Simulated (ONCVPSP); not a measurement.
# What one change does to a pseudopotential (Ce (Z = 58), ONCV)

```json
{
 "Element": "cerium",
 "Generator": "ONCVPSP 4.0.1",
 "Type": "optimised norm-conserving Vanderbilt (ONCV)",
 "Functional": "LDA (Perdew-Wang 92)",
 "Relativity": "scalar-relativistic",
 "Frozen core": "[Xe]",
 "Valence charge": "4",
 "Reference configuration": "4f1 5d1 6s1.5 6p0.5",
 "Partial waves": "6s: rc 3.75 bohr, ncon 5, nbas 9, qcut 1.6 1/bohr, 3 projectors, debl 3.1 Ha; 6p: rc 4.00 bohr, ncon 3, nbas 7, qcut 2.2 1/bohr, 2 projectors, debl 2.8 Ha; 5d: rc 3.60 bohr, ncon 4, nbas 9, qcut 3.7 1/bohr, 1 projector; 4f: rc 1.25 bohr, ncon 4, nbas 9, qcut 15.8 1/bohr, 3 projectors, debl 2.9 Ha",
 "Local potential": "polynomial inside 0.80 bohr (lpopt 5, dvloc0 -1 Ha)",
 "Core correction": "Teter function, fcfact 3.5, rcfact 1.05"
}
```

Change: all radii but the core radius scaled by about 0.82 (s 3.06, p 3.26, d 2.94, f 1.02 bohr); local potential polynomial inside 0.66 bohr (lpopt 5, dvloc0 -1 Ha).

Cutoffs: the cutoffs (Ha) at which the residual kinetic energy of the hardest occupied pseudo-wave falls to 1 and 0.1 mHa per electron; they do not see the model core or the augmentation charge, which bear on the density cutoff. Errors are all-electron minus pseudo energies relative to the spin-unpolarised reference configuration.

Question: What does the change do?

Answer: The potential gets harder (90 Ha and 101 Ha → 106 Ha and 117 Ha); the bound ghosts move from d, p, s to d, f, p, s; the lowest positive-energy flag moves from s at 25.9 eV to s at 192.9 eV; the number of tests with a reliable result goes from 3 to 1. A smaller radius makes the pseudo-wave follow the all-electron one further in, where it bends more sharply, so more plane waves are needed.

```csv
quantity,base,changed
"cutoff, loose",90 Ha,106 Ha
"cutoff, tight",101 Ha,117 Ha
loose cutoff by channel,"s 1.9 Ha, p 1.1 Ha, d 4.9 Ha, f 90 Ha","s 17 Ha, p 2.3 Ha, d 5.5 Ha, f 106 Ha"
bound ghosts,"s, p, d","s, p, d, f"
GHOST(+) flags under 300 eV,"s at 25.9 eV, p at 31.0 eV, s at 193.3 eV",s at 192.9 eV
"tests counted as reliable (solved cleanly; for ONCVPSP, near-neutral configurations with less than one 5d electron left out)",3 of 4,1 of 4
"error for 4f1 5d1 6s2 6p0, meV [ΔE -1.25 eV]",+0.3,+0.2
"rms error of d²Exc/dni dnj with the model core, mHa",33.22,33.43
```

 A true bound ghost makes a file unfit for plane-wave use even where its test errors are small: the radial tests pick states by their node count and pass the ghost by.
